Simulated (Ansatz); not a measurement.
`[F][GeH]([Cl])[I]` + H₂ → `[F][GeH2][Cl]` + HI  (hydrogenolysis of a Ge–I bond)

Computed with Ansatz on PBE0-D4/def2-TZVP structures; ΔE is electronic, products minus reactants. CCSD(T)/CBS is the MP2 limit (def2-TZVPP, def2-QZVPP) plus CCSD(T) − MP2 in def2-TZVPP, frozen cores. This one scheme is used for every species. DFT in def2-TZVPP. B3LYP here is the variant with VWN-RPA as its local correlation; programs differ in this. HSE06 is defined as in plane-wave codes. Elements past krypton have def2 core potentials. For Ge, I outer-core shells are correlated without core-valence functions, which leaves a few kJ/mol of doubt a bond. Scalar relativity is left out up to krypton.

```
             level  ΔE (kJ/mol)  difference from CCSD(T)/CBS
       LDA (SPW92)         56.5                         -5.6
            PBE-D4         65.9                          3.8
         revPBE-D4         68.7                          6.6
           BLYP-D4         65.6                          3.5
            B97M-V         51.3                        -10.8
           PBE0-D4         62.4                          0.3
          B3LYP-D4         62.1                          0.0
        r2SCANh-D4         64.5                          2.4
        r2SCAN0-D4         62.9                          0.8
          HSE06-D4         62.9                          0.8
          BHLYP-D4         60.5                         -1.6
      CAM-B3LYP-D4         52.2                         -9.9
           ωB97X-V         56.1                         -6.0
           ωB97M-V         58.2                         -3.9
            B2PLYP         56.5                         -5.6
          PBE-QIDH         60.3                         -1.8
               PBE         59.4                         -2.7
            revPBE         58.1                         -4.0
              BLYP         52.7                         -9.4
            r2SCAN         64.2                          2.1
              PBE0         56.5                         -5.6
             B3LYP         51.1                        -11.0
           r2SCANh         62.9                          0.8
           r2SCAN0         61.1                         -1.0
             HSE06         57.1                         -5.0
             BHLYP         48.2                        -13.9
         CAM-B3LYP         45.8                        -16.3
           LC-ωPBE         48.1                        -14.0
RPA@PBE/def2-TZVPP         48.5                        -13.6
       HF/def2-SVP         30.6                        -31.5
     CCSD/def2-SVP         40.4                        -21.7
     HF/def2-TZVPP         40.5                        -21.6
    MP2/def2-TZVPP         67.3                          5.2
SCS-MP2/def2-TZVPP         58.7                         -3.4
   CCSD/def2-TZVPP         48.8                        -13.3
CCSD(T)/def2-TZVPP         54.0                         -8.1
    MP2/def2-QZVPP         71.9                          9.8
SCS-MP2/def2-QZVPP         62.6                          0.5
      HF/CBS(def2)         40.3                        -21.8
     MP2/CBS(def2)         75.4                         13.3
       CCSD(T)/CBS         62.1                            0
```

Q: What do rigid-rotor, harmonic-oscillator terms from PBE0-D4/def2-TZVP frequencies (298.15 K, 1 bar) make of the CCSD(T)/CBS value? (Best estimate.)

A: The calculation gave: ΔZPE = +6.2 kJ/mol, ΔH = +64.3 kJ/mol, ΔS = 23 J/(mol·K), ΔG = +57.4 kJ/mol.

Largest T1 diagnostic among the species: 0.011.

From r2SCAN to r2SCAN0 (25 % exact exchange), in def2-TZVPP and without D4, ΔE moves by −3.1 kJ/mol. At CCSD(T), def2-SVP lies −18.0 kJ/mol from the extrapolated value and def2-TZVPP −8.2 kJ/mol.
